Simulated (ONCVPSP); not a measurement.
## What one change does to a pseudopotential (thallium, ONCV)

thallium (Tl), optimised norm-conserving Vanderbilt (ONCV), made with ONCVPSP 4.0.1 (LDA (Perdew-Zunger), scalar-relativistic). Core [Kr] 4d10 4f14, reference 5s2 5p6 5d10 6s2 6p1. Waves: 5s+6s: rc 1.65 bohr, ncon 4, nbas 8, qcut 6.5 1/bohr, 3 projectors, debl 3.3 Ha; 5p+6p: rc 1.30 bohr, ncon 4, nbas 7, qcut 12.4 1/bohr, 2 projectors; 5d: rc 1.20 bohr, ncon 4, nbas 7, qcut 9.2 1/bohr, 2 projectors, debl 0.6 Ha. Local part: polynomial inside 0.75 bohr (lpopt 5, dvloc0 3 Ha). Core correction: none.

Change: d: nproj 0; local potential the d channel.

Cutoffs: the cutoffs (Ha) at which the residual kinetic energy of the hardest occupied pseudo-wave falls to 1 and 0.1 mHa per electron; they do not see the model core or the augmentation charge, which bear on the density cutoff. Errors are all-electron minus pseudo energies relative to the spin-unpolarised reference configuration.

Predict the effect on cutoff, ghosts and configuration errors.

The potential gets neither clearly harder nor softer (48 Ha and 56 Ha → 48 Ha and 56 Ha); the bound ghost in s disappears; the errors of the 3 common tests hardly move. In the separable form a ghost depends on how the local part lies against the semilocal potential of the channel, so the choice of the local part can create or remove one.

```csv
quantity,base,changed
"cutoff, loose",48 Ha,48 Ha
"cutoff, tight",56 Ha,56 Ha
bound ghosts,s,none
GHOST(+) flags under 300 eV,p at 235.9 eV,none
tests with a reliable result,3 of 4,3 of 4
"error for 5s2 5p6 5d10 6s2 6p0, meV [ΔE 5.41 eV]",-2.2,-2.3
"error for 5s2 5p6 5d10 6s1 6p0, meV [ΔE 26.61 eV]",-11,-12
"error for 5s1 5p6 5d10 6s2 6p1, meV [ΔE 138.87 eV]",-792,-781
s: phases at 1.67 bohr within 0.05 rad from the reference energy up to (Ha; the scan ends near 5),to the end of the scan,to the end of the scan
p: phases at 1.32 bohr within 0.05 rad from the reference energy up to (Ha; the scan ends near 5),to the end of the scan,to the end of the scan
d: phases at 1.22 bohr within 0.05 rad from the reference energy up to (Ha; the scan ends near 5),to the end of the scan,to the end of the scan
```

 A true bound ghost makes a file unfit for plane-wave use even where its test errors are small: the radial tests pick states by their node count and pass the ghost by.
